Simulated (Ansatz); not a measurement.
Saddle point of Si2NH7OF4, closed shell (Si₂H₃OF₃ ([F][Si]([F])([F])[O][SiH3]) + NH₃ + HF → SiNH₂F₃ ([NH2][Si]([F])([F])[F]) + SiH₄O ([OH][SiH3]) + HF; bonds formed: O2–H9, H7–F10; dative contacts that become bonds: Si1–N8; bonds broken: Si1–O2, H7–N8, H9–F10), PBE0-D4/def2-TZVP structure:

```json
{"atom": "Si1", "x (Å)": "-0.6938", "y (Å)": "0.7281", "z (Å)": "0.8245"}
{"atom": "O2", "x (Å)": "0.2848", "y (Å)": "-0.0541", "z (Å)": "-0.6461"}
{"atom": "Si3", "x (Å)": "-0.0593", "y (Å)": "0.0345", "z (Å)": "-2.2893"}
{"atom": "F4", "x (Å)": "-1.9638", "y (Å)": "0.5178", "z (Å)": "-0.1222"}
{"atom": "F5", "x (Å)": "0.2097", "y (Å)": "2.0182", "z (Å)": "0.6361"}
{"atom": "F6", "x (Å)": "-1.5312", "y (Å)": "1.2655", "z (Å)": "2.0999"}
{"atom": "H7", "x (Å)": "1.2259", "y (Å)": "-0.7960", "z (Å)": "1.3282"}
{"atom": "N8", "x (Å)": "0.0483", "y (Å)": "-0.6296", "z (Å)": "1.7591"}
{"atom": "H9", "x (Å)": "1.2104", "y (Å)": "-0.3927", "z (Å)": "-0.3065"}
{"atom": "F10", "x (Å)": "2.1307", "y (Å)": "-0.8748", "z (Å)": "0.6116"}
{"atom": "H11", "x (Å)": "-0.5099", "y (Å)": "1.4055", "z (Å)": "-2.6075"}
{"atom": "H12", "x (Å)": "1.2075", "y (Å)": "-0.2916", "z (Å)": "-2.9832"}
{"atom": "H13", "x (Å)": "-1.1050", "y (Å)": "-0.9582", "z (Å)": "-2.6203"}
{"atom": "H14", "x (Å)": "-0.0377", "y (Å)": "-0.4615", "z (Å)": "2.7556"}
{"atom": "H15", "x (Å)": "-0.4166", "y (Å)": "-1.5114", "z (Å)": "1.5599"}
```

Energies are electronic, without zero-point energy. Barriers and step energies count from the start structure reached by relaxing down the imaginary mode; all methods use the PBE0-D4 structures, on which another method's saddle can fall below an end. Program: Ansatz 0.2.0. Basis: def2-TZVPP, with def2-QZVPP for the basis limit. Cores are frozen in the correlated methods. B3LYP uses VWN-RPA correlation. Extrapolation: Hartree–Fock as exp(−7.88 √X), correlation as X^−2.97.

```
      method  barrier (kJ/mol)  step energy (kJ/mol)
       SPW92              48.2                  82.1
      PBE-D4                 ?                  58.9
     BLYP-D4              79.3                  49.9
   r2SCAN-D4              80.9                  67.1
      B97M-V              99.4                  63.7
     PBE0-D4              83.5                  64.0
    B3LYP-D4                 ?                  55.8
  r2SCAN0-D4              89.0                  69.3
    BHLYP-D4             101.4                  62.7
CAM-B3LYP-D4                 ?                  62.4
     wB97X-V              91.1                  66.2
     wB97M-V              92.2                  66.4
      B2PLYP              92.3                  59.5
    PBE-QIDH              92.7                  69.6
  RPA on PBE              96.0                  65.8
          HF             132.9                  49.3
         MP2              93.9                  66.3
        CCSD             104.0                  65.0
     CCSD(T)              98.0                  66.9
```

Q: Fill in the withheld barriers. (To be estimated.)

A: The calculation gives: CAM-B3LYP-D4 86.3; B3LYP-D4 87.4; PBE-D4 71.8 kJ/mol. Each is the energy of the saddle less that of the start structure, by the same method.

For comparison, the barrier by CCSD(T) at an estimated basis limit (MP2 extrapolated from triple and quadruple zeta, plus CCSD(T) − MP2 in triple zeta) is 98.7 kJ/mol.

No T1 diagnostic of these runs exceeds 0.012.

Labels in which every atom is bracketed show which atoms are joined, not bond orders.

For scale, one of the runs: CCSD(T)/def2-TZVPP, 368 basis functions, launched by `ansatz run in.yaml --threads 4 --pin off --events-out ev --progress --plain --max-ram 66560MiB --backend cuda --devices 0, --max-vram 37GiB`. Time: 36 s of wall clock on 4 CPU threads of an AMD EPYC 7R13 and a share of one NVIDIA H100; the host was shared. Peak host memory: 1.5 GiB.
